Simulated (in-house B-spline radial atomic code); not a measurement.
The cerium ion Ce⁶⁺: [Kr] 4d10 5s2 5p4

Computed with a radial B-spline atomic code at the basis-set limit: Dirac-Kohn-Sham PBE0, spherical fractional occupations, Fermi nucleus of rms radius 4.8771 fm.

Effective charges: Z_r = [3n² - l(l+1)]/(2<r>) from the radius, Z_e = n√(-2ε) from the energy, and Slater's rules. Values are occupation-weighted means over j. An effective charge above Z reflects the relativistic contraction of the inner shells.

| shell | electrons | ε (eV) | <r> (bohr) | Z_r | Z_e | Slater |
| --- | --- | --- | --- | --- | --- | --- |
| 1s | 2 | -40421 | 0.02457 | 61.04 | 54.51 | 57.70 |
| 2s | 2 | -6563.2 | 0.1047 | 57.30 | 43.93 | 53.85 |
| 2p | 6 | -5898.9 | 0.09211 | 54.29 | 41.64 | 53.85 |
| 3s | 2 | -1487.4 | 0.278 | 48.57 | 31.37 | 46.75 |
| 3p | 6 | -1273.2 | 0.2759 | 45.31 | 29.02 | 46.75 |
| 3d | 10 | -961.63 | 0.2534 | 41.43 | 25.22 | 36.85 |
| 4s | 2 | -367.28 | 0.6344 | 37.83 | 20.78 | 30.25 |
| 4p | 6 | -295.88 | 0.6697 | 34.34 | 18.65 | 30.25 |
| 4d | 10 | -190.54 | 0.7336 | 28.62 | 14.97 | 18.85 |
| 5s | 2 | -109.57 | 1.418 | 26.44 | 14.19 | 12.95 |
| 5p | 4 | -87.807 | 1.569 | 23.26 | 12.70 | 12.95 |

The least bound orbital is 5p3/2 at -86.58 eV, and it is also the most diffuse (<r> = 1.587 bohr).

Spin-orbit splittings of the orbital energies (j = l + 1/2 above j = l - 1/2 when positive): 2p 446.9 eV, 3p 88.37 eV, 3d 18.9 eV, 4p 19.28 eV, 4d 3.433 eV, 5p 3.669 eV.

For the 1s electron the small component carries 4.61 % of the norm, the zero-frequency Breit interaction raises the level by 109.6 eV, self-energy by 64.02 eV, and vacuum polarisation lowers it by 9.537 eV.

Caution: exact exchange at fractional occupations of open shells leaves self-interaction of up to several eV.
